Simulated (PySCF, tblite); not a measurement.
Isomers of C8H11FSi, one GFN2-xTB conformer each. Single-point energies are computed at PBE0/pcSseg-1 (PySCF, gas phase, no added dispersion term), electronic only.

**Question.** Rank them by PBE0/pcSseg-1 energy, lowest first (kJ/mol).
A. `[F:1][CH2:2][Si@H:3]1[CH:4]=[CH:5][CH:6]=[C:7]1[CH:8]1[CH2:9][CH2:10]1` with F1–C2–Si3–C4 81°, C6–C7–C8–C9 -35°
B. `[CH2:1]=[CH:2][CH2:3][C:4]#[C:5][C@@:6]1([SiH3:7])[CH2:8][C@H:9]1[F:10]` with C1–C2–C3–C4 -1°

**Answer.** A (0.0), B (162.6).

As drawn, the higher has a C≡C bond, which the lower lacks. GFN2-xTB itself gives, in the same order: 0.0, 60.3. Both levels put the same isomer lowest.

**Question.** Which frontier levels, dipoles and rotational constants go with these structures?

**Answer.** 
| SMILES | HOMO (eV, PBE0/pcSseg-1) | LUMO (eV) | dipole (D) | A, B, C (MHz) |
| --- | --- | --- | --- | --- |
| FC[Si@H]1C=CC=C1C1CC1 | -6.24 | -1.56 | 2.37 | 1763, 731.6, 565.7 |
| C=CCC#C[C@@]1([SiH3])C[C@H]1F | -7.04 | 0.43 | 1.24 | 1578, 640.6, 502.8 |

**Question.** What happens when harmonic zero-point energies from GFN2-xTB frequencies are added?

**Answer.** 
| SMILES | ZPE (kJ/mol) | electronic (kJ/mol) | with ZPE (kJ/mol) |
| --- | --- | --- | --- |
| FC[Si@H]1C=CC=C1C1CC1 | 427.4 | 0.0 | 0.0 |
| C=CCC#C[C@@]1([SiH3])C[C@H]1F | 406.5 | 162.6 | 141.7 |

The zero-point energies span 20.9 kJ/mol. The order is unchanged.
